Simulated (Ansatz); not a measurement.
Species: C₂H₂BBr₂, net charge -1, singlet state. It need not be the lowest isomer of its formula. Whether it binds its extra electron was not tested at this geometry. SMILES: C=[C-]B(Br)Br
Geometry from a B3LYP-D3(BJ)/def2-TZVP (Ansatz, a program for electronic structure) optimisation:
```xyz
7

C     -2.0540    -2.4057     0.6049
C     -1.2172    -1.4257     0.3585
B     -0.3251    -0.3807     0.0957
Br    -0.7960     1.5557     0.3691
Br     1.5423    -0.6816    -0.5889
H     -2.1258    -2.8984     1.5803
H     -2.7437    -2.8050    -0.1461
```
Charge -1, spin multiplicity 1.

Parts of the frozen-core correlation energy in cc-pVTZ (Ansatz, hartree). Frozen orbitals: 31; correlated occupied orbitals by spin: 14 and 14; virtual: 159 and 159. Spin-orbit coupling is left out. No relativistic terms.

```csv
term,value
reference (HF),-5246.59754
MP2 opposite-spin,-0.56151
MP2 same-spin,-0.18641
CCSD correlation,-0.78757
(T),-0.03932
T1 diagnostic,0.012
largest doubles amplitude,0.077
```
